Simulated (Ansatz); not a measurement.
Calculation: B3LYP-D3(BJ)/def2-TZVP run with Ansatz (a program for electronic structure). No frequencies were computed at this level.

Ansatz 0.2 input:
```yaml
crystal:
  periodic: [false, false, false]
  atoms:
    - { symbol: C, position_ang: [-0.99991, -0.084484, -0.158592] }
    - { symbol: N, position_ang: [0.015432, 0.794217, 0.415303] }
    - { symbol: C, position_ang: [0.994122, -0.114513, -0.175259] }
    - { symbol: O, position_ang: [-0.02015, -0.9076, -0.775504] }
    - { symbol: H, position_ang: [-1.626979, -0.643034, 0.550343] }
    - { symbol: H, position_ang: [-1.635672, 0.429664, -0.889519] }
    - { symbol: H, position_ang: [0.024533, 0.837177, 1.426828] }
    - { symbol: H, position_ang: [1.632773, 0.380443, -0.916839] }
    - { symbol: H, position_ang: [1.615849, -0.691869, 0.523238] }
basis:
  gaussian: { orbitals: def2-tzvp }
hamiltonian:
  xc: b3lyp
  dispersion: d3bj
relax:
  max_steps: 150
```

Output:

```
Functional definition: B3LYP
886 factors; their error is unknown
mean field evaluation 1: about -5686.5095 eV, gradient 5.8e1 eV
mean field evaluation 2: about -5679.5406 eV, gradient 8.3e1 eV
mean field evaluation 4: about -5693.1859 eV, gradient 4.5e0 eV
mean field evaluation 8: about -5693.2008 eV, gradient 5.9e-1 eV
mean field evaluation 16: about -5693.2013 eV, gradient 1.5e-5 eV
mean field -5693.20128245 eV, -209.2212881398 hartree, gradient 1.5e-5 eV, S^2 0.000000; 0 other end points of the search recorded, 0 dependent functions left out
reference -5693.20152390 eV, -209.2212970128 hartree; 16, 16 occupied and 138, 138 virtual orbitals, 886 factors
relax step   1: F+E_penalty+E_count = -5693.43048999 eV  Δ(F+E_penalty+E_count) = +0.000e0 eV  max|allowed force component| = 7.079e-1 eV/Å  Δτ_max = 0.0000 Å  (29 SCF iters, accepted)
these checks for a lower state are left out or cut short: starts, cluster_reference, orbital_swaps, neighbouring_geometries, increment
886 factors; their error is unknown
mean field -5693.21820235 eV, -209.2219099344 hartree, gradient 1.5e-5 eV, S^2 0.000000; 0 other end points of the search recorded, 0 dependent functions left out
reference -5693.21844279 eV, -209.2219187703 hartree; 16, 16 occupied and 138, 138 virtual orbitals, 886 factors
relax step   2: F+E_penalty+E_count = -5693.44702974 eV  Δ(F+E_penalty+E_count) = -1.654e-2 eV  max|allowed force component| = 3.325e-1 eV/Å  Δτ_max = 0.0201 Å  (32 SCF iters, accepted)
these checks for a lower state are left out or cut short: starts, cluster_reference, orbital_swaps, neighbouring_geometries, increment
886 factors; their error is unknown
mean field evaluation 32: about -5693.2244 eV, gradient 1.5e-5 eV
mean field -5693.22439419 eV, -209.2221374803 hartree, gradient 1.5e-5 eV, S^2 0.000000; 0 other end points of the search recorded, 0 dependent functions left out
reference -5693.22463285 eV, -209.2221462511 hartree; 16, 16 occupied and 138, 138 virtual orbitals, 886 factors
relax step   3: F+E_penalty+E_count = -5693.45311426 eV  Δ(F+E_penalty+E_count) = -6.085e-3 eV  max|allowed force component| = 5.747e-2 eV/Å  Δτ_max = 0.0198 Å  (32 SCF iters, accepted)
these checks for a lower state are left out or cut short: starts, cluster_reference, orbital_swaps, neighbouring_geometries, increment
886 factors; their error is unknown
mean field -5693.22472613 eV, -209.2221496788 hartree, gradient 1.5e-5 eV, S^2 0.000000; 0 other end points of the search recorded, 0 dependent functions left out
reference -5693.22496436 eV, -209.2221584337 hartree; 16, 16 occupied and 138, 138 virtual orbitals, 886 factors
relax step   4: F+E_penalty+E_count = -5693.45351963 eV  Δ(F+E_penalty+E_count) = -4.054e-4 eV  max|allowed force component| = 2.957e-2 eV/Å  Δτ_max = 0.0064 Å  (33 SCF iters, accepted)
these checks for a lower state are left out or cut short: starts, cluster_reference, orbital_swaps, neighbouring_geometries, increment
886 factors; their error is unknown
mean field -5693.22473091 eV, -209.2221498547 hartree, gradient 1.5e-5 eV, S^2 0.000000; 0 other end points of the search recorded, 0 dependent functions left out
reference -5693.22496895 eV, -209.2221586025 hartree; 16, 16 occupied and 138, 138 virtual orbitals, 886 factors
relax step   5: F+E_penalty+E_count = -5693.45357419 eV  Δ(F+E_penalty+E_count) = -5.456e-5 eV  max|allowed force component| = 1.917e-2 eV/Å  Δτ_max = 0.0028 Å  (33 SCF iters, accepted)
these checks for a lower state are left out or cut short: starts, cluster_reference, orbital_swaps, neighbouring_geometries, increment
886 factors; their error is unknown
mean field -5693.22475282 eV, -209.2221506597 hartree, gradient 1.5e-5 eV, S^2 0.000000; 0 other end points of the search recorded, 0 dependent functions left out
reference -5693.22499089 eV, -209.2221594087 hartree; 16, 16 occupied and 138, 138 virtual orbitals, 886 factors
relax step   6: F+E_penalty+E_count = -5693.45359097 eV  Δ(F+E_penalty+E_count) = -1.678e-5 eV  max|allowed force component| = 2.594e-3 eV/Å  Δτ_max = 0.0006 Å  (33 SCF iters, accepted)
886 factors; their error is unknown
mean field evaluation 64: about -5693.2248 eV, gradient 1.5e-5 eV
mean field -5693.22475282 eV, -209.2221506597 hartree, gradient 1.5e-5 eV, S^2 0.000000; 1 other end points of the search recorded, 0 dependent functions left out
reference -5693.22499089 eV, -209.2221594087 hartree; 16, 16 occupied and 138, 138 virtual orbitals, 886 factors
Total energy: -5693.45382905 eV, -209.2305690558 hartree
Atom 0 at    -1.010438    -0.075166    -0.160840 Å, force    -0.001070    -0.000120    -0.001042 eV/Å
Atom 1 at     0.015700     0.814220     0.411288 Å, force    -0.000048    -0.002594    -0.001040 eV/Å
Atom 2 at     1.004887    -0.105515    -0.177685 Å, force     0.001048    -0.000152    -0.001060 eV/Å
Atom 3 at    -0.020181    -0.892691    -0.806018 Å, force     0.000034     0.001684     0.001023 eV/Å
Atom 4 at    -1.608608    -0.634363     0.569199 Å, force     0.000281     0.000102     0.000798 eV/Å
Atom 5 at    -1.670225     0.409362    -0.886690 Å, force    -0.000107     0.000294     0.000038 eV/Å
Atom 6 at     0.024056     0.807697     1.422932 Å, force     0.000010     0.000385     0.000444 eV/Å
Atom 7 at     1.666741     0.359109    -0.914583 Å, force     0.000116     0.000290     0.000037 eV/Å
Atom 8 at     1.598065    -0.682653     0.542396 Å, force    -0.000264     0.000111     0.000803 eV/Å
Dipole moment:     0.003366     0.022684     0.361784 e Å
```

Cost: about 21 core-seconds (a rough figure).
